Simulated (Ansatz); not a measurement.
`Cl[B]1B[CH2][AlH]1`, charge 0, multiplicity 1.

Q: Give a relaxed structure at PBE0-D4/def2-TZVP (Ansatz 0.2.0). (An estimate is asked.)

A: Ansatz gave: 
Z-matrix (Å, degrees):
```
B
B 1 1.677
Al 1 2.342 2 60.6
C 1 1.503 2 108.6 3 -35.0
H 1 1.200 2 127.4 3 123.1
Cl 2 1.721 1 137.6 3 175.0
H 3 1.585 1 152.9 2 159.3
H 4 1.127 1 118.8 2 -31.1
H 4 1.084 1 126.4 2 177.8
```
This is one stationary point; other conformers may exist.
